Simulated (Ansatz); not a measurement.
Basis-set series for H$_{2}$I$_{2}$Sn, SMILES `[I][SnH2][I]`. Total charge 0; spin multiplicity 1. I, Sn: def2 effective core potential. The geometry is a stationary point of PBE0-D4/def2-TZVP.

```tsv
functional	basis	functions	energy (Eh)	HOMO (eV)	LUMO (eV)
PBE0-D4	def2-SVP	88	-811.00773	-7.62	-2.08
PBE0-D4	def2-QZVPP	306	-811.04156	-7.69	-2.16
ωB97M-V	def2-SVP	88	-810.87722	-9.67	-0.20
ωB97M-V	def2-QZVPP	306	-810.91418	-9.77	-0.43
```

Task: Give the rows for def2-TZVPP. (Estimate.)

Result: The calculation gave: 
| functional | basis | functions | energy (Eh) | HOMO (eV) | LUMO (eV) |
| --- | --- | --- | --- | --- | --- |
| PBE0-D4 | def2-TZVPP | 178 | -811.03690 | -7.68 | -2.14 |
| ωB97M-V | def2-TZVPP | 178 | -810.90942 | -9.75 | -0.36 |

All numbers were calculated with Ansatz.
